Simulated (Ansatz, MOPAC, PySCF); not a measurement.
System: P2H5, charge 1, multiplicity 1. SMILES: P[PH3+]
Geometry from a B3LYP-D3(BJ)/def2-TZVP (Ansatz, a program for electronic structure) optimisation:
```xyz
7

P      1.0537    -0.0456     0.5334
P     -0.9516     0.0721    -0.3813
H      1.6206     0.6030    -0.5947
H      1.2315    -1.3516     0.0068
H     -1.8593    -0.7148     0.3375
H     -1.4421     1.3812    -0.3076
H     -1.0824    -0.3147    -1.7226
```
Charge +1, spin multiplicity 1.

Property: vertical ionisation energy to the doublet, in eV. Set-up: frozen cores in correlated levels; dispersion terms only where a functional's name holds one; 6-31G* and kin with 6d, 5d where marked; 6-311+G** with 5d, 6d on Na to Ar in Ansatz; each state is the SCF solution reached for its charge and spin; non-relativistic; no spin-orbit coupling; open shells spin-unrestricted. CBS(X,Y): correlation extrapolated as X^-3; Hartree-Fock from the larger set. The bracket is a focal-point correction in the basis named. Ab initio and DFT rows: single points at B3LYP-D3(BJ) geometries (Ansatz). Semi-empirical rows: differences of heats of formation at the shared geometry for vertical values.

Coupled cluster (Ansatz) is a level with limits of its own, used here on species with T1 under 0.025 (0.045 for open shells) and stable references: RI-MP2/CBS(def2-TZVPPD,def2-QZVPPD)+[CCSD(T)-MP2]/def2-TZVPPD.

Value to compare with, RI-MP2/CBS(def2-TZVPPD,def2-QZVPPD)+[CCSD(T)-MP2]/def2-TZVPPD (Ansatz): 16.46 eV.

| level | program | vertical ionisation energy to the doublet (eV) | difference |
|---|---|---|---|
| AM1 | MOPAC | 15.57 | -0.89 |
| PM3 | MOPAC | 14.28 | -2.18 |
| PM6 | MOPAC | 15.39 | -1.07 |
| MNDO | MOPAC | 16.84 | 0.38 |
| HF/6-31G* | Ansatz | 15.29 | -1.17 |
| PBE/6-31G* | Ansatz | 16.25 | -0.21 |
| PBE/6-311+G** | Ansatz | 16.21 | -0.25 |
| B3LYP/STO-3G | Ansatz | 14.94 | -1.52 |
| B3LYP/6-31G* | Ansatz | 16.36 | -0.10 |
| B3LYP/6-311+G** | Ansatz | 16.32 | -0.14 |
| M06-2X/6-31G* (5d) | PySCF | 16.32 | -0.14 |
| MP2/6-31G* | Ansatz | 15.89 | -0.57 |
| MP2/6-311+G** | Ansatz | 15.97 | -0.49 |
| wB97M-V/def2-TZVPD | Ansatz | 16.37 | -0.09 |

Among the 13 habitual levels, PM3 lies farthest from RI-MP2/CBS(def2-TZVPPD,def2-QZVPPD)+[CCSD(T)-MP2]/def2-TZVPPD (Ansatz) (-2.18 eV); 1 of 13 lie above it, and their mean absolute difference is 0.70 eV, the median 0.49. One case shows no general order.

The levels are drawn from those run, B3LYP/6-31G* more often than the rest, none by its result; runs whose electronic state is in doubt are left out.
